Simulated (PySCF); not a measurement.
# Continuum solvent and chemical shifts

Bonds (- single, = double, # triple, : aromatic): O1=C2, C2-O3, C2-C4, C4:C5, C5:C6, C6:C7, C7:C8, C8-O9, C8:C10, C10:C4. O3 carries H11; C5 carries H12; C6 carries H13; C7 carries H14; O9 carries H15; C10 carries H16.

GIAO PBE0/pcSseg-1 in PySCF 2.14 on one PBE0-D3(BJ)/def2-SVP conformer, non-relativistic, equivalent nuclei averaged. Solvents enter as an IEF-PCM continuum (benzene with ε = 2.3, dimethylsulfoxide with ε = 46.8) around the gas-phase geometry. Shifts are referred to TMS computed in the same medium.

Gas phase, δ in ppm: C2 168.8, C8 161.9, C6 135.4, C4 133.5, C5 126.9, C7 125.3, C10 119.6, H12 7.75, H16 7.53, H13 7.47, H14 7.22, H11 5.86, H15 4.11. Dipole moment 0.69 D.

(1) How does each δ change in the continuum?

(2) Which of the listed nuclei move most (in ppm), and what does the model miss? (N and O are left out, as their reference compounds move with the solvent too.)

Answers

(1) 
```tsv
atoms	environment	Δδ, benzene	Δδ, dimethylsulfoxide
C2	carboxylic acid carbon	+1.5	+3.2
C8	aromatic carbon bearing oxygen	+0.7	+1.7
C6	aromatic CH	+0.8	+1.9
C4	substituted aromatic carbon	+0.3	+0.8
C5	aromatic CH	+0.5	+1.0
C7	aromatic CH	+0.9	+1.9
C10	aromatic CH	+0.7	+1.7
H12	hydrogen on an aromatic CH	+0.06	+0.12
H16	hydrogen on an aromatic CH	+0.08	+0.21
H13	hydrogen on an aromatic CH	+0.12	+0.28
H14	hydrogen on an aromatic CH	+0.10	+0.20
H11	hydrogen on an acid hydroxyl oxygen	+0.46	+1.00
H15	hydrogen on a phenol-type oxygen	+0.51	+1.15
```

Changes are relative to the gas phase. The dipole moment becomes 0.79 D in benzene, 0.84 D in dimethylsulfoxide.

(2) C2 (carboxylic acid carbon, +3.2 ppm) in dimethylsulfoxide. A continuum only polarises the solute; specific hydrogen bonds, the anisotropy of aromatic solvents and changes of geometry or conformer are outside it.
